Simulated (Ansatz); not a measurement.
`C[S][Al]([CH3])[Cl]` + `FB(Cl)[SeH]` → `C[Se]B(F)Cl` + `C[S][AlH][Cl]`  (substitution at a C–Al bond)

Program: Ansatz. Geometries: PBE0-D4/def2-TZVP. ΔE: electronic, gas phase. CCSD(T)/CBS is the MP2 limit (def2-TZVPP, def2-QZVPP) plus CCSD(T) − MP2 in def2-TZVPP, frozen cores. DFT in def2-TZVPP. For Se outer-core shells are correlated without core-valence functions, which leaves a few kJ/mol of doubt a bond. Scalar relativity is left out up to krypton. One conformer a species, not always the lowest.

```tsv
level	ΔE (kJ/mol)
ωB97X-V	48.8
r2SCANh	53.3
```

(1) What does CCSD(T)/CBS give? (Estimate.)

Largest T1 diagnostic among the species: 0.011.

## Answers

(1) The calculation gave: +49.5 kJ/mol. The listed levels differ from it by -0.7, 3.8 kJ/mol.

Leaving LDA and LC-ωPBE aside and taking each functional with its dispersion term where it has one, the values, not all of them listed here, spread over 8.0 kJ/mol, from B97M-V to r2SCAN0-D4. LDA lies +3.5 kJ/mol from PBE without D4. At CCSD(T), def2-SVP lies +3.3 kJ/mol from the extrapolated value and def2-TZVPP −1.3 kJ/mol.
